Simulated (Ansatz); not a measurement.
Reactions of C₂H₁₀O₂SSi₂ (`CO[SiH2]S[SiH2]OC`).

Isolated molecules relaxed with PBE0-D4/def2-TZVP in Ansatz; ΔE leaves out vibrations. CCSD(T)/CBS adds triple-zeta CCSD(T) − MP2 to the extrapolated MP2 energy (def2 sets, frozen cores). This one scheme is used for every species. DFT in def2-TZVPP. B3LYP here is the variant with VWN-RPA as its local correlation; programs differ in this. For Se outer-core shells are correlated without core-valence functions, which leaves a few kJ/mol of doubt a bond. Scalar relativity is left out up to krypton. Each species was taken in one conformer, which may not be the lowest.

| reaction | B3LYP-D4 (kJ/mol) | ωB97X-V (kJ/mol) | PBE-D4 (kJ/mol) |
| --- | --- | --- | --- |
| `CO[SiH2]S[SiH2]OC` + H₂O → `CO[SiH2]S[SiH2]O` + CH₃OH | -11 | -14 | -16 |
| `CO[SiH2]S[SiH2]OC` + HCl → `CO[SiH2]Cl` + `CO[SiH2]S` | -35 | -39 | -31 |
| `CO[SiH2]S[SiH2]OC` → `CO[SiH2]S[SiH3]` + `C=O` | 195 | 202 | 190 |
| `CO[SiH2]S[SiH2]OC` + HCl → `CO[SiH2]S[SiH2]Cl` + CH₃OH | 0 | -2 | -9 |
| `CO[SiH2]S[SiH2]OC` + `[AlH3]` → `CO[SiH2][AlH2]` + `CO[SiH2]S` | 81 | 79 | 69 |
| `CO[SiH2]S[SiH2]OC` + `O[SiH](O)F` → `CO[SiH2]O[SiH](O)F` + `CO[SiH2]S` | -59 | -58 | -43 |
| `CO[SiH2]S[SiH2]OC` → `CO[SiH2]S` + `CO[SiH]` | 246 | 260 | 246 |
| `CO[SiH2]S[SiH2]OC` + `CSC` → 2 `CO[SiH2]SC` | 4 | 5 | 2 |
| `CO[SiH2]S[SiH2]OC` + H₂Se → `CO[SiH2][SeH]` + `CO[SiH2]S` | 14 | 11 | 11 |
| `CO[SiH2]S[SiH2]OC` + H–F → `CO[SiH2]S[SiH2]F` + CH₃OH | -39 | -42 | -38 |

Problem. Give the CCSD(T)/CBS values in the same order. (Best estimate.)

Solution. Computed: -11, -36, 200, -2, 80, -59, 254, 5, 9, -37 kJ/mol.

Largest T1 diagnostic: 0.015, for `CO[SiH]`.
